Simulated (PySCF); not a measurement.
## Two-dimensional NMR puzzle

Compound of formula C5H8O2Si. Correlations simulated from computed shifts and the bond graph:

HSQC (one-bond C–H):
```tsv
δH	δC
2.25	81.4
0.47	-1.4
```

COSY cross peaks (H two or three bonds apart, from the bond graph; peaks can be absent where the dihedral angle is near 90°):
```tsv
δH	δH
4.95	0.47
```

HMBC (two and three bonds, from the bond graph):
```tsv
δH	δC
4.95	157.9, -1.4
2.25	157.9, 80.5
0.47	-1.4
```

Carbons without hydrogens: δ 157.9, 80.5.

Level of theory: NMR shieldings at PBE0/pcSseg-1/GIAO, structure optimised with GFN2-xTB, in PySCF 2.14 (averaged over atoms made equivalent by symmetry, fast rotation or ring inversion, non-relativistic Hamiltonian, gas phase, one conformer).

Referencing at the same level of theory: 1H (31.72 ppm) and 13C (186.93 ppm) against TMS.

Exchangeable hydrogens are left out of these lists.

Task: Which molecule is this?

Result: SMILES C#CC(=O)O[SiH](C)C.

Atom-mapped SMILES (the numbers label the heavy atoms): `[CH:1]#[C:2][C:3](=[O:4])[O:5][SiH:6]([CH3:7])[CH3:8]`. Hydrogens are named by the atom that carries them.

δC 157.9 is C3, a carbonyl carbon. δC 81.4 is C1, a terminal alkyne carbon (δH 2.25). δC 80.5 is C2, an alkyne carbon. δC -1.4 is C7/C8, a methyl carbon bonded to Si (δH 0.47). HMBC from δH 4.95 reaches the proton-free carbon C3. HMBC from δH 2.25 reaches the proton-free carbons C3, C2. COSY links 4.95–0.47.

The data come from this structure; uniqueness wasn't tested.

Shifts are as computed. Against solution values, carbons near 30 ppm lie about +3 ppm off and those near 130 ppm about +5 ppm. Of 1309 compounds with measured shifts, 239 miss one by over three times the rms of a fit or turn the order of signals round; such compounds aren't used in these exercises.
